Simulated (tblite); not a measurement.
Start geometry of `CC#C[c+]1cc1F` from a force field or distance geometry (Å):
```
atom  x, y, z in Å
C1    -2.677   -0.249    0.116
C2    -1.226   -0.181   -0.014
C3    -0.009   -0.131   -0.089
C4     1.412   -0.043   -0.185
C5     2.635   -0.153   -0.803
C6     2.576    0.235    0.511
F7     3.210    0.625    1.665
H8    -3.081   -0.469   -0.865
H9    -3.015   -0.982    0.864
H10   -3.021    0.767    0.480
H11    3.201   -0.378   -1.706
```

Problem. What comes out of this run: tblite, GFN2-xTB geometry optimisation, gas phase?

Solution. 
```
atom  x, y, z in Å
C1    -2.6220   -0.2290    0.0826
C2    -1.2179   -0.1544    0.0199
C3     0.0020   -0.0906   -0.0374
C4     1.3434   -0.0196   -0.0825
C5     2.5744   -0.1509   -0.7752
C6     2.5900    0.2361    0.5228
F7     3.2375    0.5820    1.5589
H8    -3.0531   -0.4797   -0.8869
H9    -2.9114   -0.9846    0.8192
H10   -3.0250    0.7247    0.4347
H11    3.0874   -0.3914   -1.6820
```

The energy falls by 0.528 eV over 40 L-BFGS steps, the largest force on an atom goes from 5.22 to 0.005 eV/Å, and the atoms move by 0.084 Å rms after alignment. The bond that changes most is C6–F7 (ends: unsaturated ring carbon; fluorine bonded to C), which shortens by 0.103 Å. Bonds longer at the end by more than 0.005 Å: 3 of 11; shorter: 7. Among the angles that change most is C3–C4–C6, from 144.7° to 151.4°. Rotational constants go from 8372, 1100, 978.4 to 9669, 1120, 1010 MHz. The orientation of the end geometry is arbitrary; only internal coordinates are fixed.

On Arm Neoverse V2, one thread, shared host with 96 logical CPUs at a one-minute load of 81, this took 0.12 s of wall time.

Its lowest GFN2-xTB frequency is 13i cm⁻¹, too small to tell a flat minimum from a shallow saddle.

All values are computed, not measured.
